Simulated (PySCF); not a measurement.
**Ir: ionisation energy**

Ir [Xe] 4f14 5d7 6s2 (4F) → Ir⁺ [Xe] 4f14 5d7 6s1 (5F), as a difference of total energies. Calculation: PySCF 2.14, in def2-SVP with the def2 core potential (60 electrons) (6s3p2d1f, 32 functions); a scalar-relativistic core potential. Correlated levels: valence: 5s2 5p6 frozen. The calculations carry no spin-orbit coupling.

| method | ionisation energy (eV) |
| --- | --- |
| UHF | 7.037 |
| PBE | 8.911 |
| B3LYP | 8.996 |
| MP2 (valence) | 8.240 |
| SCS-MP2 (valence) | 8.345 |

Errors of the correlated levels include the incompleteness of this basis and the frozen core.

MP2 underrates the near-degeneracy of ns² with np² in the lower species.

Problem. Which method comes closest to the reference value, and which is furthest?

Solution. The reference is 8.926 eV (measured; NIST levels, between the centres of gravity of the two terms). Closest: PBE (error -0.015 eV); furthest: UHF (error -1.889 eV).
